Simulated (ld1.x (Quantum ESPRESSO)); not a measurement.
**Logarithmic derivatives: erbium, TM semilocal**

```
Element                 : Er (Z = 68)
Generator               : ld1.x (Quantum ESPRESSO) 7.5
Type                    : norm-conserving Troullier–Martins (semilocal form)
Functional              : PBE
Relativity              : scalar-relativistic
Frozen core             : [Kr] 4d10
Valence charge          : 22
Reference configuration : 4f12 5s2 5p6 5d0 6s0.5 6p0 (charge +1.5)
Partial waves           : 5s (bound): rc 1.25 bohr; 5d (bound, empty): rc 0.75 bohr; 4f (bound): rc 1.05 bohr; 5p (bound): rc 2.35 bohr
Local potential         : the p channel
Core correction         : a·sin(br)/r model core inside 0.60 bohr
```

Occupied shells without a wave of their own: 6s. They enter only through the test configuration that unscreens the potential, and ld1.x also counts them in the model core charge.

The phase is arctan(r·u′/u) with u = r·R(r), unwrapped; energies in Ry, scanned from -7 to 5 Ry. A pole is an energy at which the radial function vanishes at the test radius. The pseudo phase is shifted by a multiple of π to meet the all-electron one at the reference energy, and phase errors are pseudo minus all-electron; the curves can meet again beyond the range given. Levels narrower than the energy grid can be missing from the lists of poles.

For each channel, where are the poles, and over which energies does the pseudopotential scatter like the atom?

```json
{"channel": "s", "radius (bohr)": "2.55", "reference energy (Ry)": "-4.58", "poles, all-electron": "-4.47, 3.26", "poles, pseudo": "-4.47, 3.09", "unbroken range about the reference energy with phases within 0.05 rad": "below -0.4", "phase error 1 Ry above the reference energy (rad)": "-0.000"}
{"channel": "p", "radius (bohr)": "2.55", "reference energy (Ry)": "-2.70", "poles, all-electron": "-2.39", "poles, pseudo": "-2.40, 3.92", "unbroken range about the reference energy with phases within 0.05 rad": "below -0.3", "phase error 1 Ry above the reference energy (rad)": "-0.007"}
{"channel": "d", "radius (bohr)": "2.55", "reference energy (Ry)": "-0.73", "poles, all-electron": "0.48", "poles, pseudo": "none", "unbroken range about the reference energy with phases within 0.05 rad": "not even at the reference energy", "phase error 1 Ry above the reference energy (rad)": "-0.051"}
{"channel": "f", "radius (bohr)": "2.55", "reference energy (Ry)": "-0.99", "poles, all-electron": "-0.94, 3.99", "poles, pseudo": "-0.94, 4.13", "unbroken range about the reference energy with phases within 0.05 rad": "below 1.3", "phase error 1 Ry above the reference energy (rad)": "+0.002"}
```

The ghost test of this file was not conclusive. ld1.x takes every shell without a wave as core, so the model core holds the 6s electrons as well and exchange and correlation see them twice. This cancels in the reference configuration, but the file is broken for other ones, and its errors say nothing about a proper core correction.

Phases in the s channel:

```
E (Ry)  all-electron  pseudo
 -7.00         1.390   1.390
 -6.74         1.384   1.384
 -6.48         1.377   1.377
 -6.22         1.369   1.369
 -5.96         1.358   1.358
 -5.70         1.344   1.344
 -5.44         1.324   1.324
 -5.18         1.288   1.288
 -4.92         1.190   1.190
 -4.66        -0.515  -0.517
 -4.40        -1.627  -1.627
 -4.14        -1.714  -1.714
 -3.88        -1.751  -1.751
 -3.62        -1.776  -1.777
 -3.36        -1.798  -1.799
 -3.10        -1.820  -1.820
 -2.84        -1.842  -1.843
 -2.58        -1.867  -1.868
 -2.32        -1.897  -1.898
 -2.06        -1.933  -1.934
 -1.80        -1.978  -1.981
 -1.54        -2.038  -2.042
 -1.28        -2.121  -2.128
 -1.02        -2.244  -2.255
 -0.76        -2.436  -2.457
 -0.50        -2.746  -2.785
 -0.24        -3.202  -3.259
  0.02        -3.674  -3.728
  0.28        -4.012  -4.050
  0.54        -4.221  -4.248
  0.80        -4.353  -4.373
  1.06        -4.442  -4.458
  1.32        -4.505  -4.519
  1.58        -4.553  -4.565
  1.84        -4.590  -4.602
  2.10        -4.621  -4.632
  2.36        -4.646  -4.657
  2.62        -4.668  -4.678
  2.88        -4.688  -4.698
  3.14        -4.705  -4.716
  3.40        -4.721  -4.732
  3.66        -4.736  -4.748
  3.92        -4.750  -4.763
  4.18        -4.764  -4.779
  4.44        -4.779  -4.795
  4.70        -4.793  -4.812
  4.96        -4.808  -4.830
```
